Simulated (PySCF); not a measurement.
C2H9NSi, SMILES CC[SiH2]N.

Geometry: r2SCAN-D4/def2-SVP. One conformer was computed; it need not be the lowest.

All values below come from PySCF with SMD-PBE0/def2-SVP.

Solvation free energies are E(SMD) − E(gas) at the gas-phase geometry, for 1 M in both phases. In vacuum the dipole moment is 1.00 D.

```csv
solvent,ΔG(solv) (kcal/mol),its non-electrostatic (CDS) part,dipole (D)
water,-0.1,3.9,1.32
ethanol,-3.6,0.2,1.30
diethylether,-3.1,-0.4,1.20
```
